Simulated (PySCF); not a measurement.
# Reading the logs of faulty runs: AlBCFH

These are calculations, not measurements. The program is PySCF 2.14.0, an open-source quantum chemistry code, run on an isolated molecule that a program drew, which may never have been made. The molecule is AlBCFH (charge 0, singlet), drawn as the SMILES string `FB=[CH][Al]`.

Each row is a Hartree-Fock (HF) and frozen-core CCSD(T) single point in the cc-pV(D+d)Z basis, meant for a local HF minimum. Run 1 is clean. Each other run has one planted mistake out of seven kinds, and not every kind appears here: one electron removed, one electron added, multiplicity raised by two, geometry at a saddle point, minimal basis STO-3G, one bond length entered in bohr, all coordinates scaled. The reference is restricted for singlets and unrestricted otherwise, and also for a bond in bohr. Adding or removing an electron swaps singlet and doublet. Electrons count all cores. HOMO and LUMO are orbital energies over both spins, the gradient is its largest component, and the lowest frequency (negative if imaginary) is given only where the gradient is small. Bond lengths are over the 4 bonds as drawn. T1 is the CCSD diagnostic: over 0.02 (restricted) or 0.045 (unrestricted) a single reference is doubtful.

Geometry of the clean run:
```xyz
5
AlBCFH, angstrom
F    -2.4499   -1.5229   -0.6639
B    -1.4704   -1.4789    0.1666
C    -0.4921   -1.5218    1.1355
Al   -0.6645   -2.6239    2.7491
H     0.4224   -0.9386    1.0393
```

| run | electrons | basis functions | <S^2> | HOMO (eV) | LUMO (eV) | gradient (hartree/bohr) | lowest frequency (cm^-1) | mean bond (Å) | longest bond (Å) | T1 | HF (hartree) | CCSD(T) (hartree) | mistake |
|---|---|---|---|---|---|---|---|---|---|---|---|---|---|
| 1 | 34 | 70 | 0.000 | -7.71 | 1.24 | 7.9e-06 | 99 | 1.4282 | 1.962 | 0.0173 | -404.48836 | -404.96778 | no fault |
| 2 | 35 | 70 | 0.776 | 0.31 | 6.55 | 2.6e-02 | - | 1.4282 | 1.962 | 0.0236 | -404.45929 | -404.94886 | one electron added |
| 3 | 33 | 70 | 0.767 | -14.67 | -6.20 | 3.9e-02 | - | 1.4282 | 1.962 | 0.0196 | -404.23431 | -404.67899 | one electron removed |
| 4 | 34 | 70 | 0.000 | -7.52 | 1.39 | 5.7e-02 | - | 1.3611 | 1.869 | 0.0161 | -404.47509 | -404.94827 | all coordinates scaled |
| 5 | 34 | 70 | 0.907 | -5.92 | 0.61 | 2.2e-02 | - | 1.8646 | 3.707 | 0.0721 | -404.37565 | -404.83736 | ? |

**Which mistake was planted in run 5, and what did it cost?**

The mean bond changes by a factor of 1.306 and the longest by 1.889, so the molecule wasn't scaled as a whole. A length L in bohr read as angstrom grows by (1/0.5292 - 1) L = 0.890 L. The 4 bonds together grew by 4 x 0.4364 = 1.746 Å, which gives L = 1.962 Å. That is bond C3-Al4, 1.962 Å in the clean geometry. So the mistake is: one bond length entered in bohr. Subtracting run 1 and multiplying by 627.51 kcal/mol a hartree, the energy moved by 70.7 kcal/mol in HF and 81.8 kcal/mol in CCSD(T).

Cautions from the logs. Run 2: the HOMO is above zero, so the electron isn't bound and the energy depends on the basis; run 5: T1 is over the limit, so its CCSD(T) energy is less reliable.
